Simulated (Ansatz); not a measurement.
One change: `OCCCS` becomes `OCC[SiH2]S`.

Ansatz, PBE0-D4/def2-TZVP geometries, multiplicity 1. Each molecule was computed in one conformer, which needn't be the lowest.

```
                               property  `OCCCS`
     LUMO energy (PBE0/def2-TZVPP) / eV     0.40
   HOMO–LUMO gap (PBE0/def2-TZVPP) / eV     7.25
  HOMO energy (ωB97M-V/def2-TZVPP) / eV    -9.10
  LUMO energy (ωB97M-V/def2-TZVPP) / eV     2.10
HOMO–LUMO gap (ωB97M-V/def2-TZVPP) / eV    11.20
    LUMO energy (B3LYP/def2-TZVPP) / eV     0.10
```

Give the same properties after the change, and the shifts. (Best estimate.)

The calculation gave: 
```tsv
property	`OCC[SiH2]S`	shift
LUMO energy (PBE0/def2-TZVPP) / eV	0.58	0.18
HOMO–LUMO gap (PBE0/def2-TZVPP) / eV	7.63	0.38
HOMO energy (ωB97M-V/def2-TZVPP) / eV	-9.25	-0.15
LUMO energy (ωB97M-V/def2-TZVPP) / eV	2.07	-0.03
HOMO–LUMO gap (ωB97M-V/def2-TZVPP) / eV	11.32	0.12
LUMO energy (B3LYP/def2-TZVPP) / eV	0.24	0.14
```

With PBE0 the HOMO falls by 0.20 eV and the LUMO rises by 0.18 eV, so the gap widens by about 0.38 eV. PBE moves the HOMO by -0.27 eV and ωB97M-V by -0.15 eV.

B3LYP here is the variant with VWN-RPA as its local correlation; programs differ in this.
